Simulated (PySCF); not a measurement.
Values are calculated unless marked as measured or tabulated.
**C2H10FN2Si2**

The system: C2H10FN2Si2, a small molecule (built as: C site whose three back bonds go to NHSiH3, NHSiH3, F; end group CH2); neutral, doublet. The structure, one conformer, was relaxed in the gas phase by PBE0-D3(BJ)/def2-SVP. No frequency run checks that it is a minimum.

SMILES: [CH2]C(F)(N[SiH3])N[SiH3]

Coordinates in Å:
```
C1     -0.049   -0.080    0.076
N2      1.088    0.730   -0.111
Si3     2.695    0.328    0.463
N4     -1.129    0.347   -0.773
Si5    -2.801    0.357   -0.263
F6     -0.584    0.077    1.372
C7      0.270   -1.530   -0.079
H8      0.838    1.713   -0.173
H9      3.490    1.578    0.279
H10     3.298   -0.765   -0.356
H11     2.744   -0.083    1.899
H12    -0.893    0.351   -1.758
H13    -3.570    0.591   -1.522
H14    -3.242   -0.938    0.342
H15    -3.105    1.454    0.700
H16     0.899   -1.851   -0.911
H17    -0.362   -2.255    0.436
```

EPR values by unrestricted B3LYP, IGLO-III on C F N Si, pcH-1 on H.

Q: Predict g and the largest hyperfine couplings. Where does the spin sit?

A: g = 2.0022, 2.0025, 2.0027. The spin sits on C7 (105 %, bonded to 1 C + 2 H) by Mulliken populations.
```json
{"atom": "C7", "isotope": "13C", "isotropic (MHz)": "92.7", "dipolar, principal values (MHz)": "-77.6, -77.1, 154.7"}
{"atom": "H16", "isotope": "1H", "isotropic (MHz)": "-59.0", "dipolar, principal values (MHz)": "-37.1, -1.0, 38.1"}
{"atom": "H17", "isotope": "1H", "isotropic (MHz)": "-58.1", "dipolar, principal values (MHz)": "-36.8, -1.6, 38.4"}
{"atom": "C1", "isotope": "13C", "isotropic (MHz)": "-30.5", "dipolar, principal values (MHz)": "-2.1, -1.1, 3.2"}
{"atom": "F6", "isotope": "19F", "isotropic (MHz)": "5.3", "dipolar, principal values (MHz)": "-15.9, -11.0, 27.0"}
{"atom": "N4", "isotope": "14N", "isotropic (MHz)": "12.2", "dipolar, principal values (MHz)": "-5.2, -5.1, 10.3"}
```

Q: How do the isotropic couplings move with BHandHLYP?

A: C7 92.7 to 122.6 MHz, H16 -59.0 to -70.9 MHz, H17 -58.1 to -69.4 MHz, C1 -30.5 to -38.3 MHz.
